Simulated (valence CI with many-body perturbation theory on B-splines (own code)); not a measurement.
## Pt⁴⁶⁺: fill in the table

Calculated by configuration interaction combined with many-body perturbation theory (CI+MBPT): four valence electrons over a frozen Dirac-Fock core [Ar] 3d10, a basis of 11 s, 11 p, 9 d, 7 f, 5 g, 2 h, 1 i functions for each j, with the one-electron correlation potential Σ1 (screened to all orders), the two-electron term Σ2, the three-electron term Σ3, Breit, model QED; selected single and double excitations, second order for the rest (own B-spline code, finite nucleus).

No measured spectrum was set against this ion. As an estimate, large intervals hold to a few tenths of a per cent, small ones and those within an open d or f shell to about a per cent.

```csv
Level,E (cm⁻¹)
(4s^2 4p1/2^2) J=0,0
(4s^2 4p1/2 4p3/2) J=1,989590
(4s^2 4p1/2 4p3/2) J=2,1026900
(4s 4p1/2^2 4p3/2) J=2,1849000
(4s 4p1/2^2 4p3/2) J=1,?
(4s^2 4p3/2^2) J=2,2044900
(4s^2 4p3/2^2) J=0,2125400
(4s^2 4p1/2 4d3/2) J=2,2338900
(4s^2 4p1/2 4d3/2) J=1,?
(4s^2 4p1/2 4d5/2) J=2,?
(4s^2 4p1/2 4d5/2) J=3,?
(4s 4p1/2 4p3/2^2) J=2 [a],?
(4s 4p1/2 4p3/2^2) J=3,?
(4s 4p1/2 4p3/2^2) J=0,2938800
(4s 4p1/2 4p3/2^2) J=1 [a],3000600
(4s 4p1/2 4p3/2^2) J=2 [b],3019600
(4s 4p1/2 4p3/2^2) J=1 [b],3032600
(4s 4p1/2^2 4d3/2) J=1,3208700
(4s 4p1/2^2 4d3/2) J=2,3239300
(4s^2 4p3/2 4d3/2) J=2,3467400
```

Levels are named by their leading jj configuration (3d3/2^4 stands for four electrons in 3d with j = 3/2), which in mixed levels can hold well under half, so a name can repeat and another be missing. Letters in brackets count levels of one name in rising energy.

The levels stand in rising order. What does the calculation give for the missing energies?

(4s 4p1/2^2 4p3/2) J=1 1976600; (4s^2 4p1/2 4d3/2) J=1 2499700; (4s^2 4p1/2 4d5/2) J=2 2621200; (4s^2 4p1/2 4d5/2) J=3 2635100; (4s 4p1/2 4p3/2^2) J=2 [a] 2829100; (4s 4p1/2 4p3/2^2) J=3 2895000.
